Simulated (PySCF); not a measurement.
Species: C₄H₁₂N₂Si (charge +1 and doublet state).
Z-matrix (Å and degrees, GFN2-xTB geometry), rows numbered from 1:
```
C 
C   1  1.3240
C   2  1.5180  1  125.65
C   3  1.5202  2  111.60  1  -115.17
N   3  1.4104  2  113.59  1    15.12
Si  5  1.7523  3  130.42  2  -130.31
N   6  1.7040  5  104.68  3   179.81
H   1  1.0773  2  120.22  3   174.36
H   1  1.0774  2  123.64  3    -3.19
H   2  1.0801  1  120.94  3  -177.72
H   3  1.1115  2  102.44  1   130.55
H   4  1.0873  3  111.11  2  -170.54
H   4  1.0866  3  110.03  2   -50.37
H   4  1.0880  3  110.03  2    69.20
H   5  1.0121  3  112.10  2    45.24
H   6  1.4679  5  105.18  3   -57.05
H   6  1.4650  5  106.23  3    63.86
H   7  1.0081  6  124.66  5    36.15
H   7  1.0068  6  121.24  5  -167.00
```

The hyperfine couplings belong to this conformer and change with its torsions.

Identity: `C=C[C@@H](C)[NH+][SiH2]N` [radical] (charge +1).

Method: PySCF 2.14.0, UKS B3LYP, pcH-1 on C H N Si, non-relativistic, mean-field spin-orbit, GIAO. The structure is a single GFN2-xTB conformer in the gas phase; no vibrational or solvent corrections. A GFN2-xTB geometry isn't a minimum of the functional, and hyperfine couplings can be far from their values at a DFT geometry, by a factor of two or more for some ions and for spin on atoms past the first row. The SCF solution wasn't tested for stability.

Problem. The isotropic 13C couplings are +37.8, -30.5, +6.1, +2.9 MHz. Assign them to C1; C2; C3; C4.

Solution. 
```
site  a_iso (MHz)  ρ(0) (bohr⁻³)         position  distance from N5 (Å)  spin population  largest |T| (MHz)
  C1         +2.9        +0.0026  3 bonds from N5                  2.88            +0.10               15.4
  C2        +37.8        +0.0336  2 bonds from N5                  2.45            +0.07               20.7
  C3        -30.5        -0.0272   1 bond from N5                  1.41            -0.03               12.0
  C4         +6.1        +0.0054  2 bonds from N5                  2.46            +0.01                3.0
```

Problem. The isotropic 14N couplings are +26.3, -0.7 MHz. Assign them to N5; N7.

Solution. 
```json
{"site": "N5", "a_iso (MHz)": "+26.3", "ρ(0) (bohr⁻³)": "+0.0812", "position": "largest spin population", "distance from N5 (Å)": "0.00", "spin population": "+0.67", "largest |T| (MHz)": "62.4"}
{"site": "N7", "a_iso (MHz)": "-0.7", "ρ(0) (bohr⁻³)": "-0.0021", "position": "2 bonds from N5", "distance from N5 (Å)": "2.74", "spin population": "0.00", "largest |T| (MHz)": "0.4"}
```

ρ(0) is the spin density at the nucleus and T the dipolar tensor; a_iso includes a spin–orbit part; entries for several nuclei are means. The largest Mulliken spin populations are on N5 (+0.67), H11 (+0.12), C1 (+0.10) and H17 (+0.07). N5 is the only atom above +0.15. The angles at N5 add up to 359.9°, so it is planar; its axial dipolar tensor and the negative coupling of its proton fit spin in a p orbital normal to that plane.

Means are taken over nuclei equivalent by connectivity, which assumes that they swap fast. H18 and H19 aren't averaged: N7 is flat or nearly so (angle sum 356°), and its turn about the short N7–Si6 bond (1.70 Å) is taken as slow. The three 1H nuclei of mean +3.7 MHz run from -2.7 to 13.5 MHz in the frozen geometry.

The run took 89 s of wall time (with the writing of density and orbital grids) on AMD EPYC 7B13, one thread, shared host with 128 logical CPUs at a one-minute load of 26, and the process peaked at 1.1 GiB of memory.
